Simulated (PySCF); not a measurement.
## C₆ coefficients of unlike pairs at PBE0

Calculated with PySCF 2.14 from the dipole response of each species, C₆(A,B) = (3/π) ∫ α_A(iu) α_B(iu) du, in atomic units, from isotropic polarisabilities. For ions this is the dispersion term alone; charge-induced terms of lower order in 1/R come first.

```tsv
species	configuration	basis	relativity	α (bohr³)	C₆ (like pair)
Bi	[Xe] 4f14 5d10 6s2 6p3 (4S)	x2c-TZVPPall with one added diffuse shell each of s, p, d, f type (12s8p7d4f)	spin-free X2C	51.69	620.6
P⁺	[Ne] 3s2 3p2 (3P)	aug-cc-pVTZ-DK (6s5p3d2f)	spin-free X2C	14.26	73.54
Ar³⁺	[Ne] 3s2 3p3 (4S)	aug-cc-pCVTZ-DK with one added diffuse shell each of s, p, d, f type (9s8p6d4f)	spin-free X2C	3.586	9.748
Sb³⁺	[Kr] 4d10 5s2 (1S)	aug-cc-pwCVDZ-PP with ECP28MDF (6s5p4d1f)	core potential	10.50	47.28
```

Question: Estimate C₆ for Sb³⁺ with P⁺.

Answer: The integral gives 57.86. The combination rule 2 C_A C_B / (C_A α_B/α_A + C_B α_A/α_B) gives 58.75 and the geometric mean 58.96.

No spin-orbit coupling is included, so Bi, close to jj coupling, stand for model states.

The other pairs:

| pair | C₆ |
| --- | --- |
| Sb³⁺, Ar³⁺ | 20.94 |
| Ar³⁺, Bi | 69.53 |
| Ar³⁺, P⁺ | 25.06 |
| P⁺, Bi | 210.5 |
| Sb³⁺, Bi | 165.2 |
